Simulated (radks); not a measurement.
Question: The oxygen anion O-, [He] 2s2 2p5, held by a Watson sphere: a shell of charge +1 at radius R that stands for the Madelung well of a crystal (potential energy -1/R inside, -1/r outside, in hartree with lengths in bohr). All-electron calculation, non-relativistic Kohn-Sham, PBEsol, spin-polarised, spherical densities, point nucleus; open shells are filled with parallel spins first. Program: a radial shooting solver on a logarithmic mesh with Libxc functionals. Response by self-consistent Sternheimer equations with the Hartree and adiabatic LDA kernel. The sphere does not respond.

R (bohr)  e(2s down) (eV)  e(2p up) (eV)  e(2p down) (eV)  <r> 2p (bohr)  sum of <r^2> (bohr^2)  X-ray form factor at sin(theta)/lambda = 0.3 1/angstrom  alpha (bohr^3)
2.07              -21.467         -8.345           -7.062          1.432                  16.67                                                    4.118           10.68
2.71              -19.915         -6.941           -5.678          1.505                  18.18                                                    4.079           15.02
2.84              -19.652         -6.693           -5.431          1.517                  18.45                                                    4.076           16.00
2.86              -19.613         -6.656           -5.394          1.519                  18.49                                                    4.075           16.15
3.51              -18.508         -5.596           -4.332          1.574                  19.62                                                    4.069           21.58
3.75              -18.171         -5.268           -4.001          1.591                  19.98                                                    4.068           23.79
3.76              -18.157         -5.255           -3.988          1.592                  20.00                                                    4.068           23.88

Estimate the row for R = 3.02 bohr.

Answer: e(2s down) (eV) -19.311; e(2p up) (eV) -6.369; e(2p down) (eV) -5.108; <r> 2p (bohr) 1.534; sum of <r^2> (bohr^2) 18.79; X-ray form factor at sin(theta)/lambda = 0.3 1/angstrom 4.073; alpha (bohr^3) 17.42.
